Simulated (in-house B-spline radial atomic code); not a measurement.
Checks on a self-consistent run for the bromine ion Br⁵⁺, [Ar] 3d10 4s1 4p1. Level of theory: Dirac-Hartree-Fock, average of configuration, Fermi nucleus of rms radius 4.1629 fm; calculated with a B-spline radial code for spherical atoms.

```csv
orbital,q,ε (Eh),<1/r>,<r²>,small-component weight
1s1/2,2,-501.25236,35.6646,0.00245891,0.016111
2s1/2,2,-69.80530,7.98511,0.0420375,0.0032068
2p1/2,2,-62.88288,7.91758,0.0325199,0.0031738
2p3/2,4,-61.12033,7.66151,0.0339432,0.0031006
3s1/2,2,-12.83226,2.61235,0.344861,0.00076878
3p1/2,2,-10.36155,2.4911,0.35884,0.00071547
3p3/2,4,-10.09523,2.43297,0.37115,0.00069755
3d3/2,4,-5.81863,2.18106,0.406525,0.00058057
3d5/2,6,-5.77567,2.16532,0.411714,0.00057498
4s1/2,1,-3.23934,0.890653,2.46481,0.00014337
4p1/2,0.33333,-2.65623,0.797744,3.00664,0.00012013
4p3/2,0.66667,-2.62520,0.786177,3.0781,0.00011798
```

Electron-electron repulsion V_ee = 935.3321 hartree.

Problem. What total energy follows from the eigenvalues?

Solution. The eigenvalues count the repulsion twice, so E = Σqε - V_ee = -1662.934 - 935.332 = -2598.266 hartree; the run printed -2598.266.

Problem. Does the Dirac virial theorem hold?

Solution. For a point nucleus E = -2c²Σq·w, with w the small-component weight. Here Σq·w = 0.06918 and c = 137.0360, so the ratio E/(-2c²Σq·w) is 1.000015; the finite nucleus accounts for the departure from 1.

Problem. What diamagnetic shielding (Lamb formula) and susceptibility (Langevin formula) do the radii give?

Solution. σ = (α²/3)Σq<1/r> = 177.116/(3·137.036²) = 3143.9 ppm, and χ = -0.79199×10⁻⁶·Σq<r²> = -10.14×10⁻⁶ cm³/mol with Σq<r²> = 12.797 bohr². Both are non-relativistic formulas without the paramagnetism of open shells.
